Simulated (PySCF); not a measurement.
## Unknown compound

The spectra below were simulated for a compound C6H11FO2Si.

1H NMR (600 MHz, computed): δ 7.23 (m, 1H), 5.12 (m, 1H), 5.05 (m, 1H), 4.58 (m, 1H), 4.52 (m, 1H), 4.35 (m, 1H), 1.78 (m, 1H), 1.77 (s, 3H), 1.64 (m, 1H).

13C{1H} NMR (computed): δ 157.0 (CH), 128.0 (C), 78.6 (CH), 66.7 (CH2), 43.0 (CH2), 12.3 (CH3).

A single conformation, gas phase, equivalent nuclei averaged, non-relativistic. GFN2-xTB structure; σ from GIAO-PBE0/pcSseg-1; PySCF.

References, each an isolated molecule treated in the same way: 1H (σ = 31.72 ppm), 13C (σ = 186.93 ppm) vs TMS.

Question: Propose a structure and justify it.

Answer: 
The formula gives 2 degrees of unsaturation (1 ring in the answer). 6 carbon signals for 6 carbons: no two carbons are equivalent. Carbon types of the structure: 1 × C, 2 × CH, 2 × CH2, 1 × CH3, leaving 2 H on heteroatoms. δC 157.0: alkene CH; as expected for a trigonal carbon in a double bond. δC 128.0: fully substituted alkene carbon; an sp2 carbon of a C=C bond. δC 78.6: allylic sp3 CH bonded to O; deshielded by the electronegative neighbour. δC 66.7: sp3 CH2 bonded to O; deshielded by the electronegative neighbour. δH 7.23: hydrogen on an alkene CH; attached to an sp2 carbon and in the plane of the double bond. δH 4.52, 4.35: hydrogen on an sp3 CH2 bonded to O; its carbon carries O, which withdraws density. δH 1.77: hydrogen on an allylic methyl carbon; allylic position.

The compound is `C/C(=C\F)[C@H]1CCO[SiH2]O1`.

This is the structure that produced the data.

Splittings by 19F in the carbon and heteronuclear signals aren't shown, as no couplings were computed. Shifts are as computed. Against solution values, carbons near 30 ppm lie about +3 ppm off and those near 130 ppm about +5 ppm. Of 1211 compounds with measured shifts, 218 miss one by over three times the rms of a fit or turn the order of signals round; such compounds aren't used in these exercises. No couplings were computed; multiplicities are counted from neighbouring protons, with m where these are inequivalent, close in shift, in a saturated or five-membered ring or joined by F or P, and br s for small geminal =CH2 splittings.
